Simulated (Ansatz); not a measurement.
CH₉GeNOSi, SMILES `CO[SiH2][NH][GeH3]`, relaxed with RKS PBE0-D4/def2-TZVP in the Gaussian-basis code of Ansatz from a GFN2-xTB geometry. The force threshold is 0.005 eV/Å; the program also tests the step.

Charge 0, multiplicity 1.

Start:

```xyz
14

C     1.777   -0.838    2.041
O     0.656   -0.311    1.413
Si    0.459   -0.156   -0.188
N    -1.074    0.620   -0.263
Ge   -1.927    0.895   -1.825
H     1.641   -0.743    3.119
H     2.681   -0.302    1.743
H     1.905   -1.893    1.786
H     0.507   -1.471   -0.847
H     1.465    0.721   -0.794
H    -1.639    0.538    0.567
H    -3.167    1.680   -1.533
H    -2.293   -0.391   -2.513
H    -0.991    1.652   -2.706
```

```json
{"step": "1", "energy (eV)": "-69104.6536", "largest force (eV/Å)": "0.987", "largest move (Å)": "0.000"}
{"step": "2", "energy (eV)": "-69104.7744", "largest force (eV/Å)": "0.505", "largest move (Å)": "0.083"}
{"step": "3", "energy (eV)": "-69104.7898", "largest force (eV/Å)": "0.229", "largest move (Å)": "0.046"}
{"step": "4", "energy (eV)": "-69104.8088", "largest force (eV/Å)": "0.143", "largest move (Å)": "0.200"}
{"step": "5", "energy (eV)": "-69104.8222", "largest force (eV/Å)": "0.395", "largest move (Å)": "0.195"}
{"step": "6", "energy (eV)": "-69104.8285", "largest force (eV/Å)": "0.497", "largest move (Å)": "0.169"}
{"step": "7", "energy (eV)": "-69104.8428", "largest force (eV/Å)": "0.453", "largest move (Å)": "0.100"}
{"step": "8", "energy (eV)": "-69104.8646", "largest force (eV/Å)": "0.034", "largest move (Å)": "0.128"}
{"step": "9 (rejected)", "energy (eV)": "-69104.8142", "largest force (eV/Å)": "1.725", "largest move (Å)": "0.051"}
{"step": "10", "energy (eV)": "-69104.8670", "largest force (eV/Å)": "0.019", "largest move (Å)": "0.025"}
{"step": "11", "energy (eV)": "-69104.8734", "largest force (eV/Å)": "0.071", "largest move (Å)": "0.098"}
{"step": "13", "energy (eV)": "-69104.8823", "largest force (eV/Å)": "0.200", "largest move (Å)": "0.067"}
{"step": "15", "energy (eV)": "-69104.8887", "largest force (eV/Å)": "0.179", "largest move (Å)": "0.055"}
{"step": "17", "energy (eV)": "-69104.8957", "largest force (eV/Å)": "0.129", "largest move (Å)": "0.146"}
{"step": "19", "energy (eV)": "-69104.8999", "largest force (eV/Å)": "0.110", "largest move (Å)": "0.073"}
{"step": "21", "energy (eV)": "-69104.9024", "largest force (eV/Å)": "0.119", "largest move (Å)": "0.105"}
{"step": "23", "energy (eV)": "-69104.9044", "largest force (eV/Å)": "0.049", "largest move (Å)": "0.018"}
{"step": "25", "energy (eV)": "-69104.9055", "largest force (eV/Å)": "0.039", "largest move (Å)": "0.060"}
{"step": "27", "energy (eV)": "-69104.9060", "largest force (eV/Å)": "0.040", "largest move (Å)": "0.013"}
{"step": "29", "energy (eV)": "-69104.9067", "largest force (eV/Å)": "0.018", "largest move (Å)": "0.082"}
{"step": "31", "energy (eV)": "-69104.9070", "largest force (eV/Å)": "0.023", "largest move (Å)": "0.051"}
{"step": "33", "energy (eV)": "-69104.9072", "largest force (eV/Å)": "0.022", "largest move (Å)": "0.034"}
{"step": "35", "energy (eV)": "-69104.9074", "largest force (eV/Å)": "0.013", "largest move (Å)": "0.025"}
{"step": "37", "energy (eV)": "-69104.9074", "largest force (eV/Å)": "0.003", "largest move (Å)": "0.002"}
```

End:

```xyz
14

C     1.743   -0.220    1.914
O     0.507   -0.192    1.244
Si    0.295   -0.868   -0.242
N    -1.228   -0.459   -0.884
Ge   -1.734    1.211   -1.474
H     1.669    0.412    2.801
H     2.556    0.162    1.284
H     2.004   -1.235    2.236
H     0.382   -2.351   -0.138
H     1.371   -0.345   -1.129
H    -1.989   -1.092   -0.689
H    -2.577    1.946   -0.416
H    -2.564    1.057   -2.760
H    -0.433    1.975   -1.748
```

It took 87 s on 2 threads of an AMD EPYC 7R13 on a shared host and a share of an NVIDIA H100 80 GB, with 0.86 GiB of host memory at the peak.
